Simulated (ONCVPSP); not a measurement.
Which change was made? (Os, ONCV)

```
Element                 : Os
Generator               : ONCVPSP 4.0.1
Type                    : optimised norm-conserving Vanderbilt (ONCV)
Functional              : LDA (Perdew-Zunger)
Relativity              : scalar-relativistic
Frozen core             : [Kr] 4d10 4f14
Valence charge          : 16
Reference configuration : 5s2 5p6 5d6 (charge +2)
Partial waves           : 5s: rc 1.55 bohr, ncon 4, nbas 8, qcut 9.1 1/bohr, 2 projectors, debl 3.1 Ha; 5p: rc 1.35 bohr, ncon 4, nbas 8, qcut 6.3 1/bohr, 2 projectors, debl 3.9 Ha; 5d: rc 2.15 bohr, ncon 4, nbas 8, qcut 7.8 1/bohr, 1 projector
Local potential         : polynomial inside 1.25 bohr (lpopt 5, dvloc0 6 Ha)
Core correction         : none
```

In the s channel the program set the typed energies aside and used -4.009, 0.050 Ha.

Cutoffs, loose and tight: the cutoffs (Ha) at which the residual kinetic energy of the hardest occupied pseudo-wave falls to 1 and 0.1 mHa per electron. They do not see the model core or the augmentation charge, which bear on the density cutoff. Test errors are all-electron minus pseudo excitation energies from the reference, over the configurations 5s2 5p6 5d6 6s2; 5s2 5p6 5d6 6s1; 5s2 5p6 5d5; 5s2 5p6 5d7; variants that change the core or the reference have their own tests.

The base gives: outcome: generated, projector energies reset by the program; cutoff, loose: 64 Ha; cutoff, tight: 112 Ha; bound ghosts: none; GHOST(+) flags above zero: none; largest test error (meV): +12.

Question: After one change the result is: outcome: generated, projector energies reset by the program; cutoff, loose: 64 Ha; cutoff, tight: 112 Ha; bound ghosts: none; GHOST(+) flags above zero: none; largest test error (meV): -8.5. Which change was it?
A. core correction polynomial model core, fcfact 0.15
B. all radii scaled by about 0.79 (s 1.22, p 1.06, d 1.70 bohr); local potential polynomial inside 0.98 bohr (lpopt 5, dvloc0 6 Ha)
C. reference 5s2 5p6 5d6 6s1.75 6p0.25; waves 5s+6s: rc 1.55 bohr, ncon 4, nbas 8, qcut 9.1 1/bohr, 2 projectors; 5p+6p: rc 1.35 bohr, ncon 4, nbas 8, qcut 6.3 1/bohr, 2 projectors

Answer: A. The others give: reference 5s2 5p6 5d6 6s1.75 6p0.25; waves 5s+6s: rc 1.55 bohr, ncon 4, nbas 8, qcut 9.1 1/bohr, 2 projectors; 5p+6p: rc 1.35 bohr, ncon 4, nbas 8, qcut 6.3 1/bohr, 2 projectors → outcome: generated; cutoff, loose: 64 Ha; cutoff, tight: 112 Ha; bound ghosts: none; GHOST(+) flags above zero: none; largest test error (meV): -7.1 | all radii scaled by about 0.79 (s 1.22, p 1.06, d 1.70 bohr); local potential polynomial inside 0.98 bohr (lpopt 5, dvloc0 6 Ha) → outcome: failed: ERROR pspot: first pseudo wave function has node, program will stop.
